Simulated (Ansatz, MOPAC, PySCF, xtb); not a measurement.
Diatomic SiP-, closed-shell singlet (lowest of 2S+1 = 1, 3, 5 at CCSD(T)/def2-TZVPP on PBE0 minima; our sources give no spin for the ground state, which may be another).

Seven points along R, fitted to fifth degree in 1/R; most abundant isotopes. Runs in def2 and cc sets follow the lowest solution found near the PBE0 minimum. The singlet is held restricted. HF and MP2 rows in def2 and cc sets belong to the determinant that coupled cluster picked by its CCSD energy.

The values were computed with Ansatz (an electronic-structure program) with Gaussian orbitals; MOPAC for PM6 (differences of heats of formation); PySCF for 6-31G* rows; xtb for the GFN methods. Values without a source in brackets are computed.

```json
[
 {"level": "PM6", "r_e (Å)": "1.927", "ω_e (cm⁻¹)": "1044", "B_e (cm⁻¹)": "0.309", "α_e (cm⁻¹)": "0.00094"},
 {"level": "GFN2-xTB", "r_e (Å)": "2.046", "ω_e (cm⁻¹)": "817", "B_e (cm⁻¹)": "0.274", "α_e (cm⁻¹)": "0.0021"},
 {"level": "HF/6-31G*", "r_e (Å)": "1.985", "ω_e (cm⁻¹)": "764", "B_e (cm⁻¹)": "0.291", "α_e (cm⁻¹)": "0.0011"},
 {"level": "HF/aug-cc-pV(T+d)Z", "r_e (Å)": "1.981", "ω_e (cm⁻¹)": "757", "B_e (cm⁻¹)": "0.292", "α_e (cm⁻¹)": "0.0011"},
 {"level": "HF/def2-QZVPP", "r_e (Å)": "1.977", "ω_e (cm⁻¹)": "763", "B_e (cm⁻¹)": "0.293", "α_e (cm⁻¹)": "0.0011"},
 {"level": "HF/aug-cc-pV(5+d)Z", "r_e (Å)": "1.978", "ω_e (cm⁻¹)": "759", "B_e (cm⁻¹)": "0.293", "α_e (cm⁻¹)": "0.0011"},
 {"level": "SVWN5/def2-TZVPP", "r_e (Å)": "2.009", "ω_e (cm⁻¹)": "680", "B_e (cm⁻¹)": "0.284", "α_e (cm⁻¹)": "0.0014"},
 {"level": "BP86/6-31G*", "r_e (Å)": "2.042", "ω_e (cm⁻¹)": "654", "B_e (cm⁻¹)": "0.275", "α_e (cm⁻¹)": "0.0013"},
 {"level": "r2SCAN/def2-TZVPP", "r_e (Å)": "2.010", "ω_e (cm⁻¹)": "693", "B_e (cm⁻¹)": "0.284", "α_e (cm⁻¹)": "0.0013"},
 {"level": "B97M-V/def2-TZVPP", "r_e (Å)": "2.003", "ω_e (cm⁻¹)": "703", "B_e (cm⁻¹)": "0.286", "α_e (cm⁻¹)": "0.0013"},
 {"level": "B3LYP/def2-TZVPP", "r_e (Å)": "2.009", "ω_e (cm⁻¹)": "689", "B_e (cm⁻¹)": "0.284", "α_e (cm⁻¹)": "0.0013"},
 {"level": "PBE0/def2-TZVPP", "r_e (Å)": "2.002", "ω_e (cm⁻¹)": "707", "B_e (cm⁻¹)": "0.286", "α_e (cm⁻¹)": "0.0013"},
 {"level": "BHLYP/def2-TZVPP", "r_e (Å)": "1.986", "ω_e (cm⁻¹)": "733", "B_e (cm⁻¹)": "0.291", "α_e (cm⁻¹)": "0.0012"},
 {"level": "wB97X-V/def2-TZVPP", "r_e (Å)": "1.980", "ω_e (cm⁻¹)": "749", "B_e (cm⁻¹)": "0.292", "α_e (cm⁻¹)": "0.0012"},
 {"level": "MP2/aug-cc-pV(T+d)Z", "r_e (Å)": "2.035", "ω_e (cm⁻¹)": "647", "B_e (cm⁻¹)": "0.277", "α_e (cm⁻¹)": "0.0015"},
 {"level": "MP2/def2-TZVPP", "r_e (Å)": "2.028", "ω_e (cm⁻¹)": "656", "B_e (cm⁻¹)": "0.279", "α_e (cm⁻¹)": "0.0015"},
 {"level": "MP2/aug-cc-pV(Q+d)Z", "r_e (Å)": "2.027", "ω_e (cm⁻¹)": "654", "B_e (cm⁻¹)": "0.279", "α_e (cm⁻¹)": "0.0015"},
 {"level": "MP2/def2-QZVPP", "r_e (Å)": "2.025", "ω_e (cm⁻¹)": "657", "B_e (cm⁻¹)": "0.280", "α_e (cm⁻¹)": "0.0015"},
 {"level": "MP2/aug-cc-pV(5+d)Z", "r_e (Å)": "2.025", "ω_e (cm⁻¹)": "656", "B_e (cm⁻¹)": "0.280", "α_e (cm⁻¹)": "0.0015"},
 {"level": "MP2/CBS(def2-TZVPP, def2-QZVPP)", "r_e (Å)": "2.022", "ω_e (cm⁻¹)": "662", "B_e (cm⁻¹)": "0.280", "α_e (cm⁻¹)": "0.0015"},
 {"level": "MP2/CBS(aug-cc-pV(Q+d)Z, aug-cc-pV(5+d)Z)", "r_e (Å)": "2.023", "ω_e (cm⁻¹)": "658", "B_e (cm⁻¹)": "0.280", "α_e (cm⁻¹)": "0.0015"},
 {"level": "SCS-MP2/aug-cc-pV(T+d)Z", "r_e (Å)": "2.031", "ω_e (cm⁻¹)": "655", "B_e (cm⁻¹)": "0.278", "α_e (cm⁻¹)": "0.0015"},
 {"level": "SCS-MP2/def2-TZVPP", "r_e (Å)": "2.025", "ω_e (cm⁻¹)": "664", "B_e (cm⁻¹)": "0.280", "α_e (cm⁻¹)": "0.0015"},
 {"level": "SCS-MP2/aug-cc-pV(Q+d)Z", "r_e (Å)": "2.024", "ω_e (cm⁻¹)": "662", "B_e (cm⁻¹)": "0.280", "α_e (cm⁻¹)": "0.0015"},
 {"level": "CCSD/def2-TZVPP", "r_e (Å)": "2.009", "ω_e (cm⁻¹)": "702", "B_e (cm⁻¹)": "0.284", "α_e (cm⁻¹)": "0.0013"},
 {"level": "CCSD/aug-cc-pV(5+d)Z", "r_e (Å)": "2.003", "ω_e (cm⁻¹)": "704", "B_e (cm⁻¹)": "0.286", "α_e (cm⁻¹)": "0.0013"},
 {"level": "CCSD(T)/def2-TZVPP", "r_e (Å)": "2.026", "ω_e (cm⁻¹)": "669", "B_e (cm⁻¹)": "0.279", "α_e (cm⁻¹)": "0.0014"},
 {"level": "CCSD(T)/aug-cc-pV(Q+d)Z", "r_e (Å)": "2.022", "ω_e (cm⁻¹)": "670", "B_e (cm⁻¹)": "0.281", "α_e (cm⁻¹)": "0.0014"},
 {"level": "CCSD(T)/def2-QZVPP", "r_e (Å)": "2.020", "ω_e (cm⁻¹)": "673", "B_e (cm⁻¹)": "0.281", "α_e (cm⁻¹)": "0.0014"},
 {"level": "CCSD(T)/CBS(aug-cc-pV(Q+d)Z, aug-cc-pV(5+d)Z)", "r_e (Å)": "2.017", "ω_e (cm⁻¹)": "674", "B_e (cm⁻¹)": "0.282", "α_e (cm⁻¹)": "0.0014"}
]
```

Correlated levels freeze the cores. CBS(a, b) extrapolates the correlation energy as X⁻³ and adds the Hartree–Fock energy of set b. Rows in 6-31G* carry no dispersion term and start afresh at each structure (6-31G* with six Cartesian d functions). The state that PM6 reach isn't checked.

Doubts at one or more of the structures used: a restricted determinant that unrestricted orbitals would lower (HF/aug-cc-pV(T+d)Z, HF/def2-QZVPP, HF/aug-cc-pV(5+d)Z, MP2/aug-cc-pV(T+d)Z, MP2/def2-TZVPP, MP2/aug-cc-pV(Q+d)Z, MP2/def2-QZVPP, MP2/aug-cc-pV(5+d)Z, MP2/CBS(def2-TZVPP, def2-QZVPP), MP2/CBS(aug-cc-pV(Q+d)Z, aug-cc-pV(5+d)Z), SCS-MP2/aug-cc-pV(T+d)Z, SCS-MP2/def2-TZVPP, SCS-MP2/aug-cc-pV(Q+d)Z, CCSD/def2-TZVPP, CCSD/aug-cc-pV(5+d)Z, CCSD(T)/def2-TZVPP, CCSD(T)/aug-cc-pV(Q+d)Z, CCSD(T)/def2-QZVPP, CCSD(T)/CBS(aug-cc-pV(Q+d)Z, aug-cc-pV(5+d)Z)).
